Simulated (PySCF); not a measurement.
# Assigning NMR signals

Geometry:
```
atom   x (Å)   y (Å)   z (Å)
  O1   3.768  -0.219  -0.156
  C2   3.118   0.767   0.035
  O3   1.816   0.843  -0.041
 Si4   0.877  -0.501  -0.403
  O5   1.385  -1.828   0.354
  N6  -0.669  -0.093   0.254
  C7  -1.162   1.156   0.548
  C8  -2.464   1.049   0.922
  C9  -2.805  -0.325   0.850
 C10  -1.693  -0.987   0.436
 H11   3.560   1.741   0.306
 H12   0.868  -0.625  -1.854
 H13   2.318  -2.045   0.360
 H14  -0.529   2.016   0.469
 H15  -3.113   1.849   1.218
 H16  -3.759  -0.756   1.083
 H17  -1.524  -2.030   0.258
```

[PySCF 2.14.0 with density-fitted response routines: geometry from GFN2-xTB; σ from GIAO-PBE0/pcSseg-1; a single conformation; rapidly exchanging positions averaged; isolated molecule; relativity neglected]

References, each an isolated molecule treated in the same way: ¹³C (186.93 ppm) and ¹H (31.72 ppm) against TMS.

(1) Assign these signals to the numbered atoms. ¹³C{¹H} NMR (computed): δ 167.1, 124.3, 118.1.

(2) Assign these signals to the numbered atoms. ¹H NMR (400 MHz, computed): δ 8.23 (s, 1H), 6.91 (m, 2H), 6.68 (m, 2H), 5.64 (s, 1H), 3.84 (br s, 1H).

## Answers

(1) 
| δ (ppm) | atoms | environment | reason |
| --- | --- | --- | --- |
| 167.1 | C2 | carbonyl carbon | – |
| 124.3 | C7/C10 | aromatic CH next to a ring nitrogen | – |
| 118.1 | C8/C9 | aromatic CH | – |

(2) 
| δ (ppm) | atoms | environment | reason |
| --- | --- | --- | --- |
| 8.23 | H11 | hydrogen on a carbonyl carbon | – |
| 6.91 | H14/H17 | hydrogen on an aromatic CH next to a ring nitrogen | the ring current deshields protons in the ring plane |
| 6.68 | H15/H16 | hydrogen on an aromatic CH | ring-current deshielding |
| 5.64 | H12 | hydrogen on a silicon bonded to N, 2 O | – |
| 3.84 | H13 | hydrogen on an oxygen bonded to Si | exchangeable; this is the value without hydrogen bonding to other molecules |

Exchangeable OH/NH protons stand at their gas-phase positions; hydrogen bonding in a real sample shifts them, mostly to higher δ. Shifts are as computed. Against solution values, carbons near 30 ppm lie about +3 ppm off and those near 130 ppm about +5 ppm. Of 1211 compounds with measured shifts, 218 miss one by over three times the rms of a fit or turn the order of signals round; such compounds aren't used in these exercises. No couplings were computed; multiplicities are counted from neighbouring protons, with m where these are inequivalent, close in shift, in a saturated or five-membered ring or joined by F or P, and br s for small geminal =CH2 splittings.
